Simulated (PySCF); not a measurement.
NbI2, SMILES [Nb]([I])[I] (connectivity only; charge and spin as stated), neutral, multiplicity 4. Atoms are numbered in the order given.

```xyz
3

Nb     0.0000     0.0000     0.0000
I      0.0000     0.0000    -2.6543
I      0.0000     0.0000     2.6543
```
Charge 0, spin multiplicity 4.

Coordinates come from a PBE0-D3(BJ)/def2-SVP optimisation. The multiplicity is an assumed one; other spin states were not compared. The def2 effective core potentials stand for the cores of I, Nb; spin–orbit coupling is left out.

Computed with r2SCAN/def2-TZVPD (PySCF).

Gas-phase values at a fixed geometry.

Task: Estimate the frontier levels, dipole moment and polarisability. (The exact figures need the calculation; the answer reports its results.)

Result: 
```
Property                                                           Value
-----------------------------------------------  -----------------------
α spin, highest occupied and lowest empty level       -5.42 and -4.16 eV
β spin, highest occupied and lowest empty level       -7.35 and -2.89 eV
dipole moment                                                     0.00 D
mean static polarisability                        127.9 bohr³ (18.95 Å³)
polarisability, principal values                 93.8, 93.8, 196.1 bohr³
⟨S²⟩                                             3.797 (pure state 3.75)
```
